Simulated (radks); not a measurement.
The numbers below are computed, except where a source is named.
Task: Coherent X-ray form factor from a spherical all-electron density. Level of theory: scalar-relativistic Kohn-Sham, HCTH/407, spin-polarised, spherical densities, finite nucleus; Fermi nuclear charge, rms radius of each element as measured or else 0.836 A^(1/3) + 0.57 fm (a radial shooting solver on a logarithmic mesh with Libxc functionals).

sin(theta)/lambda (1/angstrom),f0 (electrons)
0.05,16.721
0.1,15.941
0.15,14.805
0.2,13.497
0.25,12.185
0.3,10.987
0.4,9.125
0.5,7.924
0.6,7.131
0.8,5.951
1,4.851
1.25,3.630
1.5,2.723
2,1.751

The species is in the configuration that NIST lists as its ground one. Which atom or ion scatters so?

Result: The potassium ion K2+, [Ne] 3s2 3p5. Extrapolating in s^2 from the first two rows gives f0(0) = 17.0, near the electron count 17; among species with that count, the fall with angle is slower the higher Z, and the table is that of Z = 19; from so few rows the species is fixed only to a neighbour or two.
